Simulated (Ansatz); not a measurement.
## A basis-limit estimate, worked out

An elementary step of SiNH$_{5}$ClF, closed shell (SiNH₄Cl ([NH2][SiH2][Cl]) + HF → SiH₂ClF ([F][SiH2][Cl]) + NH₃; bonds formed: Si1–F7, N2–H6; bonds broken: Si1–N2, H6–F7). “Start” is the structure reached by relaxing down from the saddle towards the reactants; PBE0-D4/def2-TZVP structures. The saddle:

```xyz
9
angstrom
Si -0.7456 -0.3359 -0.1271
N 1.0637 0.0134 -0.0709
H -0.7660 -1.4069 -1.1699
H -1.2894 -0.9830 1.0782
Cl -1.7884 1.1230 -1.1148
H 0.7341 0.7995 0.7727
F -0.2878 1.1617 1.3279
H 1.4401 0.3902 -0.9327
H 1.6393 -0.7618 0.2364
```

Computed with Ansatz 0.2.0 (basis: def2-TZVPP and def2-QZVPP); correlated methods freeze the cores.

Energies in eV:

| quantity | saddle | start |
| --- | --- | --- |
| Hartree–Fock, triple zeta (X = 3) | -24636.38668 | -24637.66537 |
| Hartree–Fock, quadruple zeta (X = 4) | -24637.18272 | -24638.47169 |
| MP2 correlation, X = 3 | -22.42188 | -21.97438 |
| MP2 correlation, X = 4 | -24.37979 | -23.92586 |
| CCSD(T) correlation, X = 3 | -24.25977 | -23.84229 |

Question: Work out the barrier at the basis limit: extrapolate Hartree–Fock as E(X) = E∞ + A exp(−7.88 √X) and the MP2 correlation as E(X) = E∞ + B X^−2.97 (the exponents that Neese and Valeev fitted for def2-TZVPP and QZVPP), then add CCSD(T) − MP2 in triple zeta.

Answer: Each step is linear, so take the differences first (saddle − start): Hartree–Fock 1.27869 (X = 3) and 1.28897 (X = 4); MP2 correlation -0.44750 and -0.45393; CCSD(T) correlation -0.41748.
Two points give E∞ = E(4) + w [E(4) − E(3)], with w = 1/(exp(7.88 (2 − √3)) − 1) = 0.1377 for Hartree–Fock and w = 1/((4/3)^2.97 − 1) = 0.7407 for the correlation.
Hartree–Fock: 1.28897 + 0.1377 × 0.01028 = 1.2904 eV.
MP2 correlation: -0.45393 + 0.7407 × (-0.00643) = -0.4587 eV.
CCSD(T) − MP2: -0.41748 − (-0.44750) = 0.0300 eV.
Sum: 1.2904 + (-0.4587) + 0.0300 = 0.8617 eV, or 19.87 kcal/mol. Plain CCSD(T) in triple zeta gives 0.8612 eV, so the larger basis shifts the result by 0.0005 eV.

T1 diagnostic: at most 0.011.

Steps of this kind, hydrogen fluoride cutting a network bond, underlie vapour etching and the fluorination step of atomic layer etching.

Labels in which every atom is bracketed show which atoms are joined, not bond orders.

For scale, one of the runs: CCSD(T)/def2-TZVPP, 216 basis functions, launched by `ansatz run in.yaml --threads 4 --pin off --events-out ev --progress --plain --max-ram 9574MiB`. The run took 72 s on 4 CPU threads of an Arm Neoverse V1 (shared host), with 3.1 GiB of host memory at its peak.
